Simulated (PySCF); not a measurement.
## Shifts of the heteroatoms

Atoms are numbered as in `[CH3:1][O:2][B:3]1[O:4][BH:5][O:6][BH:7][O:8]1` (H(Xn): hydrogen on atom n).

PySCF calculation with PBE0/pcSseg-1 with gauge-including orbitals, coordinates at the PBE0-D3(BJ)/def2-SVP level and J couplings at B3LYP/pcJ-1 (spin–dipole term only in couplings to heteroatoms); non-relativistic Hamiltonian, gas phase, one conformer, fast rotation and ring inversion assumed for equivalent nuclei.

Where does ¹⁷O resonate?

Results:


```
atoms                                 environment  σ (ppm)  δ (ppm)
   O6  oxygen bonded to 2 B, in a 6-membered ring    115.9    160.7
O4/O8  oxygen bonded to 2 B, in a 6-membered ring    148.8    131.3
   O2                       oxygen bonded to C, B    253.0     38.4
```

Shieldings were converted by a linear fit to measured shifts: ¹⁷O: δ = 264.06 − 0.892σ (rms 13.4 ppm, 147 shifts, 14.2 ppm with the 1 outlier that the fit left out vs liquid water, solution or neat liquid). Occasional misses reach two or three times the rms, and more in compound classes unlike the fitted ones. Couplings are scaled by factors fitted to measured values: ²J(H,H) × 0.91 (rms 0.6 Hz); all others are unscaled and can be 10–30 % off.

Couplings (the largest are listed; each averaged over equivalent pairs; quadrupolar broadening usually hides them): ¹J(O2,B3) = -29.4 Hz, ¹J(B3,O4) = -16.5 Hz, ¹J(C1,O2) = 16.3 Hz, ¹J(O4,B5) = -1.8 Hz, ²J(O4,H(B5)) = -24.8 Hz, ²J(O6,H(B5)) = -24.0 Hz, ²J(O2,H(C1)) = -5.3 Hz, ³J(B3,O6) = -3.4 Hz, ³J(C1,O4) = -2.8 Hz, ³J(O4,B7) = -2.2 Hz, ³J(O2,B5) = -1.3 Hz.

On a 300 MHz spectrometer ¹⁷O resonates near 40.7 MHz, so 1 ppm is 40.7 Hz.
